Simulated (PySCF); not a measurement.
H2BS2, SMILES `[B](S)S` (H–S–B–S torsion 180°, S–B–S–H torsion -180°) (charge 0, multiplicity 2)

Level of theory: PBE0-D4/def2-TZVP run with PySCF 2.14.0.

The highest occupied spin orbital comes out as -5.97 eV. The dipole moment is 1.03 D, the total energy is -822.1456 Ha and the cost is very roughly 60 core-seconds.

```xyz
5

S     -1.6034    -0.4206     0.3350
B      0.0078     0.1476    -0.1083
S      1.5521    -0.5544     0.3791
H     -2.3026     0.5123    -0.3354
H      2.3462     0.3151    -0.2704
```
Charge 0, spin multiplicity 2.
